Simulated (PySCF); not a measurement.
AlH₂, SMILES [AlH2+], charge +1.

Geometry optimised at ωB97X-D3(BJ)/def2-TZVPD. The spin state was assumed, not searched. The isomer is the one that the SMILES or the coordinates give; other isomers of the formula were not compared.

The numbers are results of C-PCM-ωB97X/def2-TZVPD (PySCF), not measurements.

The values are the electrostatic part of the solvation free energy, E(continuum) − E(gas) at the gas-phase geometry, in a cavity of scaled van der Waals radii (PySCF's table); cavitation and dispersion terms are not included. A continuum can't describe solvent molecules that bind to the metal. In vacuum the orbital gap is 12.56 eV.

Computed values in water (ε = 78.36), 2-propanol (ε = 19.26), cyclohexanone (ε = 15.62):
```tsv
solvent	ε	ΔG(elec) (kcal/mol)	gap (eV)
water	78.36	-77.4	12.78
2-propanol	19.26	-74.3	12.77
cyclohexanone	15.62	-73.3	12.77
```
